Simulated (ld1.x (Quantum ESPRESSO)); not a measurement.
## Pseudopotential generation for terbium: TM, BLYP, scalar-relativistic.

* Element: Tb
* Generator: ld1.x (Quantum ESPRESSO) 7.5
* Type: norm-conserving Troullier–Martins (Kleinman–Bylander form)
* Functional: BLYP
* Relativity: scalar-relativistic
* Frozen core: [Kr] 4d10 4f8
* Valence charge: 11
* Reference configuration: 5s2 5p6 5d1 6s2 6p0
* Partial waves: 5s (bound): rc 2.02 bohr; 5d (bound): rc 3.26 bohr; 5p (bound): rc 1.44 bohr
* Local potential: the p channel
* Core correction: a·sin(br)/r model core, default radius (core density twice the valence density)

Occupied shells without a wave of their own: 6s. They enter only through the test configuration that unscreens the potential, and ld1.x also counts them in the model core charge.

- Cutoffs needed: 70 Ry and 90 Ry (the cutoffs (Ry, on a coarse ladder) from which the occupation-weighted sum of valence levels, in a spherical-Bessel basis at the reference potential, stays within 10 and 1 mRy of its value at 400 Ry)
- Ghost test: no extra level below or beside the all-electron valence levels (s, d, p, f tested) (spherical-Bessel basis up to 400 Ry, 20 bohr box)
- Configuration tests: 1 of 7 tests not solved or not reliable; not counted: 5s2 5p6 5d1 6s1 6p1 (solver errors, printed error -7.1 eV)

The potential misses its own reference levels by up to 0.3 eV. ld1.x takes every shell without a wave as core, so the model core holds the 6s electrons as well and exchange and correlation see them twice. This cancels in the reference configuration, but the file is broken for other ones, and its errors say nothing about a proper core correction.
